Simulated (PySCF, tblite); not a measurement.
Isomers of C4H11NSi2. Level: GFN2-xTB in tblite, geometry and Hessian alike; calculated harmonic values, unscaled, isolated species. This tight-binding method is rough: wavenumbers can miss measured ones by several per cent, in bad cases by 10 to 20. Modes of hydrogen on silicon can be 10 to 20 % off. One conformer each.

Electronic energies: PBE0/pcSseg-1 single points on the GFN2-xTB geometries (PySCF, gas phase).

```csv
SMILES,"electronic energy, lowest = 0 (kJ/mol)"
C#C[SiH2]CN(C)[SiH3],272.3
C=C[C@@H]1C[SiH2]N[SiH2]1,0.0
CN[C@H]1C=C[SiH2][SiH2]1,175.2
C=C/C=C\N([SiH3])[SiH3],145.0
CN[Si@@H]1C=CC[SiH2]1,70.8
```

Question: How do GFN2-xTB zero-point energies change the relative energies?

Answer: 
| SMILES | ZPE (kJ/mol) | of it from modes above 1550 cm⁻¹ | electronic (kJ/mol) | with ZPE, lowest = 0 (kJ/mol) | lowest mode (cm⁻¹) | rings |
| --- | --- | --- | --- | --- | --- | --- |
| C=C[C@@H]1C[SiH2]N[SiH2]1 | 354.9 | 192.7 | 0.0 | 0.0 | 67 | 1 |
| CN[Si@@H]1C=CC[SiH2]1 | 359.9 | 194.1 | 70.8 | 75.7 | 47 | 1 |
| C=C/C=C\N([SiH3])[SiH3] | 336.9 | 192.5 | 145.0 | 126.9 | 46 | 0 |
| CN[C@H]1C=C[SiH2][SiH2]1 | 354.3 | 188.9 | 175.2 | 174.6 | 15 | 1 |
| C#C[SiH2]CN(C)[SiH3] | 339.7 | 187.6 | 272.3 | 257.0 | 17 | 0 |

The zero-point energies span 23.0 kJ/mol, from `C=C/C=C\N([SiH3])[SiH3]` to `CN[Si@@H]1C=CC[SiH2]1`. The order is unchanged.

Question: And how do the electronic energies of GFN2-xTB itself compare?

Answer: `C=C[C@@H]1C[SiH2]N[SiH2]1` 0.0; `CN[Si@@H]1C=CC[SiH2]1` 123.7; `C=C/C=C\N([SiH3])[SiH3]` 18.8; `CN[C@H]1C=C[SiH2][SiH2]1` 194.4; `C#C[SiH2]CN(C)[SiH3]` 179.8 kJ/mol, lowest = 0. Against the energies above, taken from the same isomer `C=C[C@@H]1C[SiH2]N[SiH2]1`, the largest difference is 126.2 kJ/mol.

Question: What do entropy and thermal enthalpy add at 298.15 K and 1 bar (rigid rotor, harmonic oscillator, one conformer each)?

Answer: 
| SMILES | point group | symmetry number | S (J/(mol K)) | H − H(0) (kJ/mol) | ZPE + H − H(0) − TS (kJ/mol) |
| --- | --- | --- | --- | --- | --- |
| C=C[C@@H]1C[SiH2]N[SiH2]1 | C1 | 1 | 394.4 | 27.55 | 264.9 |
| CN[Si@@H]1C=CC[SiH2]1 | C1 | 1 | 409.5 | 28.98 | 266.8 |
| C=C/C=C\N([SiH3])[SiH3] | C1 | 1 | 420.4 | 30.40 | 242.0 |

Not tabulated: `CN[C@H]1C=C[SiH2][SiH2]1` (lowest mode only 15 cm⁻¹); `C#C[SiH2]CN(C)[SiH3]` (lowest mode only 17 cm⁻¹).
